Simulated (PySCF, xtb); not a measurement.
GeHCl3, SMILES [Cl][GeH]([Cl])[Cl].

Harmonic wavenumbers (cm⁻¹) from GFN2-xTB run with xtb at its own minimum, in rising order: 124, 124, 149, 342, 366, 366, 602, 602, 1768.

Task: What does B3LYP-D3(BJ)/def2-SVP (PySCF) give at its own minimum? (An estimate is asked for; the answer gives what the named calculation found.)

Result: 141, 141, 176, 404, 443, 443, 710, 711, 2186. Paired by order, the mean absolute difference is 101 cm⁻¹ and the zero-point energies are 6.4 and 7.7 kcal/mol.
